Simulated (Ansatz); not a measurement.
Geometry optimisation, RKS PBE/def2-SVP in Ansatz.

Input:

```yaml
crystal:
  periodic: [false, false, false]
  atoms:
    - { symbol: C, position_ang: [-0.1219, 0.965, 0.1641] }
    - { symbol: C, position_ang: [-0.4228, -0.4849, -0.0222] }
    - { symbol: Se, position_ang: [0.9131, -1.5091, 0.9007] }
    - { symbol: Te, position_ang: [-0.3111, -0.9896, -2.1085] }
    - { symbol: H, position_ang: [0.8302, 1.2761, -0.2672] }
    - { symbol: H, position_ang: [-0.949, 1.6031, -0.3907] }
    - { symbol: H, position_ang: [-0.1876, 1.2822, 1.2323] }
    - { symbol: H, position_ang: [-1.3772, -0.7266, 0.3858] }
    - { symbol: H, position_ang: [0.36363, -2.88155, 0.34219] }
    - { symbol: H, position_ang: [1.266, -0.4715, -2.2109] }
basis:
  gaussian: { orbitals: def2-SVP }
hamiltonian:
  xc: pbe
relax:
  f_tol: 0.015
  max_steps: 40
```

Run as:

```bash
$ ansatz run input.yaml --threads 2 --pin off --max-ram 3072MiB --backend cpu --events-out ev --progress --plain --runs-dir out
```

Problem. Where does it end, and by what steps?

Solution. It converged. After 6 steps the energy has fallen by 0.408 eV; H10 moved furthest, 0.23 Å.

```csv
step,energy less start (eV),largest force component (eV/Å),accepted
0,0.0000,2.142,yes
1,-0.3247,0.722,yes
2,-0.3929,0.275,yes
3,-0.4006,0.117,yes
4,-0.3999,0.218,no
5,-0.4073,0.044,yes
6,-0.4076,0.005,yes
```

```xyz
10
Properties=species:S:1:pos:R:3
C -0.146 1.015 0.199
C -0.383 -0.467 -0.076
Se 0.921 -1.518 0.980
Te -0.409 -0.946 -2.238
H 0.864 1.334 -0.130
H -0.889 1.635 -0.340
H -0.236 1.230 1.286
H -1.399 -0.771 0.243
H 0.449 -2.841 0.500
H 1.231 -0.608 -2.398
```

Whether the end is a true minimum wasn't checked by a vibrational analysis.

Run time: 20 s on 2 threads of Arm Neoverse V1 (shared host), peak memory 0.17 GiB.
